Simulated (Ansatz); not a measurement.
Geometry optimisation, RKS PBE/def2-SVP (Ansatz).

The input (input.yaml):

```yaml
crystal:
  periodic: [false, false, false]
  atoms:
    - { symbol: Ga, position_ang: [0.0, 0.0, 0.0] }
    - { symbol: Cl, position_ang: [1.5475, 0.0, 1.8865] }
    - { symbol: H, position_ang: [1.7697, 0.0, 0.0287] }
    - { symbol: "N", position_ang: [-1.6714, 0.0, -0.965] }
    - { symbol: H, position_ang: [-2.3403, -0.8164, -0.8664] }
    - { symbol: H, position_ang: [-1.9204, 0.8164, -1.5936] }
basis:
  gaussian: { orbitals: def2-SVP }
hamiltonian:
  xc: pbe
relax:
  f_tol: 0.15
  max_steps: 25
  restrain:
    - { distance: [1, 2], at: 1.37, k: 30.0 }
    - { distance: [0, 1], at: 3.44, k: 30.0 }
    - { distance: [0, 2], at: 2.77, k: 30.0 }
```

Launched with:

```bash
$ ansatz run input.yaml --threads 1 --pin off --max-ram 2048MiB --backend cpu --events-out ev --progress --plain --runs-dir out
```

Q: Where does it end, and by what steps?

A: The forces met the threshold. The restraints hold the end off the free minimum; the threshold counts their pulls, which the force column leaves out. Restrained pairs: Cl2–H3 (1.87 → 1.34 Å), Ga1–Cl2 (2.44 → 3.44 Å), Ga1–H3 (1.77 → 2.77 Å). After 15 steps the energy has fallen by 1.528 eV (the restraints' own energy left out); Ga1 moved furthest, 1.23 Å.

```json
{"step": "0", "energy less start (eV)": "0.0000", "largest force component (eV/Å)": "1.691", "accepted": "yes"}
{"step": "1", "energy less start (eV)": "0.4109", "largest force component (eV/Å)": "3.841", "accepted": "yes"}
{"step": "2", "energy less start (eV)": "1.0550", "largest force component (eV/Å)": "8.904", "accepted": "yes"}
{"step": "3", "energy less start (eV)": "0.6485", "largest force component (eV/Å)": "9.552", "accepted": "yes"}
{"step": "4", "energy less start (eV)": "-0.5639", "largest force component (eV/Å)": "4.594", "accepted": "yes"}
{"step": "5", "energy less start (eV)": "-1.1838", "largest force component (eV/Å)": "1.218", "accepted": "yes"}
{"step": "6", "energy less start (eV)": "-1.3969", "largest force component (eV/Å)": "1.034", "accepted": "yes"}
{"step": "7", "energy less start (eV)": "-1.4688", "largest force component (eV/Å)": "0.833", "accepted": "yes"}
{"step": "8", "energy less start (eV)": "-1.4911", "largest force component (eV/Å)": "0.781", "accepted": "yes"}
{"step": "9", "energy less start (eV)": "-1.4711", "largest force component (eV/Å)": "1.246", "accepted": "no"}
{"step": "10", "energy less start (eV)": "-1.4964", "largest force component (eV/Å)": "0.850", "accepted": "yes"}
{"step": "11", "energy less start (eV)": "-1.5064", "largest force component (eV/Å)": "0.817", "accepted": "yes"}
{"step": "12", "energy less start (eV)": "-1.5144", "largest force component (eV/Å)": "0.828", "accepted": "yes"}
{"step": "13", "energy less start (eV)": "-1.5018", "largest force component (eV/Å)": "0.891", "accepted": "no"}
{"step": "14", "energy less start (eV)": "-1.5238", "largest force component (eV/Å)": "0.760", "accepted": "yes"}
{"step": "15", "energy less start (eV)": "-1.5277", "largest force component (eV/Å)": "0.756", "accepted": "yes"}
```

```xyz
6
Properties=species:S:1:pos:R:3
Ga 0.133 0.263 -1.199
Cl 1.522 -0.348 1.893
H 2.083 0.099 0.760
N -1.725 0.047 -1.019
H -2.201 -0.450 -0.253
H -2.426 0.388 -1.692
```

Time of the run: 30 s on 1 thread of Arm Neoverse V2, on a shared host, peak memory 0.15 GiB.
